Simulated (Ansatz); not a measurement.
Problem. Name a neutral molecule of F, O, Si and H with HOMO–LUMO gap (B3LYP/def2-TZVPP) between 8.75 and 9.05 eV and HOMO–LUMO gap (ωB97M-V/def2-TZVPP) between 13.00 and 13.30 eV (Ansatz, PBE0-D4/def2-TZVP geometry).

Solution. `O[Si](F)(F)O[SiH3]` (8.78 eV, 13.19 eV). Other molecules can fit too; these were computed, each in one conformer that needn't be the lowest.

B3LYP here is the variant with VWN-RPA as its local correlation; programs differ in this.
